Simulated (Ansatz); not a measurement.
C₄H₈, triplet, at a GFN2-xTB geometry (a higher spin typed on purpose: for a closed-shell molecule this is an excited state). Base run: B3LYP/3-21G run with Ansatz (a quantum-chemistry and plane-wave program).

Here is a job for Ansatz.
Ansatz 0.2 input:
```yaml
crystal:
  periodic: [false, false, false]
  atoms:
    - {symbol: C, position_ang: [-1.15624507, -0.87916860, -0.04051442]}
    - {symbol: C, position_ang: [-0.01256111, 0.08350426, 0.01189816]}
    - {symbol: C, position_ang: [1.36521109, -0.48911726, -0.09391931]}
    - {symbol: C, position_ang: [-0.22788925, 1.49221281, 0.14524560]}
    - {symbol: H, position_ang: [-1.01654276, -1.68594538, 0.68395579]}
    - {symbol: H, position_ang: [-1.22938198, -1.34750214, -1.02810732]}
    - {symbol: H, position_ang: [-2.09715668, -0.37703551, 0.16949563]}
    - {symbol: H, position_ang: [1.59582270, -1.11669389, 0.77353669]}
    - {symbol: H, position_ang: [2.11067560, 0.29966423, -0.15358709]}
    - {symbol: H, position_ang: [1.45354928, -1.12579148, -0.97865012]}
    - {symbol: H, position_ang: [-0.35123030, 2.13528041, -0.71439919]}
    - {symbol: H, position_ang: [-0.27682982, 1.97343663, 1.11149528]}
basis:
  gaussian:
    orbitals: 3-21G.json
hamiltonian:
  xc: b3lyp
magnetization: {spin_polarized: true, initial_magnetization: 2}
```
The basis file holds 3-21G in the JSON format of the Basis Set Exchange.

The bond that is stretched is that between atoms 10 and 3. A test that says stable can miss a lower solution.

Variants of this job, named by their change:

```csv
change,ΔE vs base (eV),<S^2>,stability test says
base,0.00,2.004,minimum
spin_polarized = on; lower_state_search = off,0.00,2.004,undecided (no full test)
spin_polarized = on; lower_state_search = standard,0.00,2.004,minimum
bond × 1.25,0.66,2.005,minimum
spin_polarized = on; lower_state_search = off; bond × 1.25,0.66,2.005,undecided (no full test)
spin_polarized = on; lower_state_search = standard; bond × 1.25,0.66,2.005,minimum
bond × 1.5,1.76,2.016,minimum
spin_polarized = on; lower_state_search = off; bond × 1.5,1.76,2.016,undecided (no full test)
spin_polarized = on; lower_state_search = standard; bond × 1.5,1.76,2.016,minimum
bond × 1.8,2.80,2.089,minimum
spin_polarized = on; lower_state_search = off; bond × 1.8,2.80,2.089,undecided (no full test)
spin_polarized = on; lower_state_search = standard; bond × 1.8,2.80,2.089,minimum
bond × 2.2,3.39,2.125,minimum
spin_polarized = on; lower_state_search = off; bond × 2.2,3.39,2.125,undecided (no full test)
spin_polarized = on; lower_state_search = standard; bond × 2.2,3.39,2.125,minimum
bond × 3.0,3.62,2.022,minimum
spin_polarized = on; lower_state_search = off; bond × 3.0,3.62,2.022,undecided (no full test)
spin_polarized = on; lower_state_search = standard; bond × 3.0,3.62,2.022,minimum
```

On stretching, the SCF can end on different states; <S^2> shows the spin contamination of each.
